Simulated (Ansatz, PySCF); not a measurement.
Reaction (SMILES): C=COC(=C)F [1-ethenoxy-1-fluoroethene] + 7 [H][H] (H2) -> 4 C (CH4) + F (HF) + O (H2O)
Geometries: B3LYP-D3(BJ)/def2-TZVP minima from Ansatz (a quantum-chemistry and plane-wave program), one conformer each, not searched for the lowest. Frequencies are from Ansatz or PySCF.

Quantity: energy of full hydrogenation (0 K, with B3LYP-D3(BJ) harmonic zero-point energies), in eV. Valence correlation only, unless marked. No spin-orbit coupling. No relativistic terms. CBS marks a two-point X^-3 extrapolation of the correlation energy; Hartree-Fock from the larger set. The bracket is a focal-point correction in the basis named.

Level to compare with: RI-MP2/CBS(cc-pVTZ,cc-pVQZ)+[CCSD(T)-MP2]/cc-pVTZ (Ansatz), -6.02 eV. It is a level with limits of its own, and the differences hold the functionals' basis error too.

**Question.** Rank these functionals by how close they come to RI-MP2/CBS(cc-pVTZ,cc-pVQZ)+[CCSD(T)-MP2]/cc-pVTZ, closest first: LC-wPBE/def2-TZVPD (Ansatz); HSE06/def2-TZVPD (Ansatz); BLYP/def2-TZVPD (Ansatz); M06-2X/def2-TZVPD (PySCF).

**Answer.** HSE06/def2-TZVPD (screened hybrid, -6.23 eV, difference -0.21), LC-wPBE/def2-TZVPD (range-separated hybrid, -6.41 eV, difference -0.39), M06-2X/def2-TZVPD (hybrid meta-GGA, -5.58 eV, difference 0.44), BLYP/def2-TZVPD (GGA, -5.41 eV, difference 0.61)
